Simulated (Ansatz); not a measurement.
Cartesian coordinates (Å):
```xyz
9

N     -2.1420     0.1111    -0.5670
Si    -0.5317    -0.3342    -0.8346
C      0.7633    -0.0496     0.1791
Si     2.1188     0.1813     1.1186
H     -2.8822    -0.0890    -1.2186
H     -2.4487     0.5998     0.2579
H     -0.4782    -1.0235    -2.1353
H      3.0033     1.3658     1.0458
H      2.5975    -0.7617     2.1540
```
Charge 0, multiplicity 1.

Calculation: frozen-core CCSD(T)/cc-pVTZ // B3LYP-D3(BJ)/def2-TZVP run with Ansatz (a quantum-chemistry and plane-wave program). The restricted HF reference is unstable towards unrestricted orbitals.

The HF energy comes out as -673.07146 Ha. The MP2 correlation energy comes out as -0.60465 Ha.

### Question
Estimate the CCSD correlation energy, the (T) correction, the total energy and the T1 diagnostic.

### Answer

```
Property                        Result
-----------------------  -------------
CCSD correlation energy    -0.63947 Ha
(T) correction             -0.03119 Ha
CCSD(T) total energy     -673.74212 Ha
T1 diagnostic                    0.015
```
